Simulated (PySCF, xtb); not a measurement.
CH7ClOSi2, SMILES [SiH3]CO[SiH2]Cl.

xtb 6.7.1 with GFN2-xTB at its own geometry gives an orbital gap of 5.46 eV and a dipole moment of 2.19 D.

Geometry optimised at B3LYP-D3(BJ)/def2-SVP. This is a generated structure with no PubChem entry under its InChIKey; it may be hypothetical. Other conformers were not sampled.

What does PBE/def2-TZVP in PySCF give? (An estimate is asked for; the answer gives what the named calculation found.)

gap 5.88 eV (levels -6.61 and -0.73 eV), dipole 0.86 D.
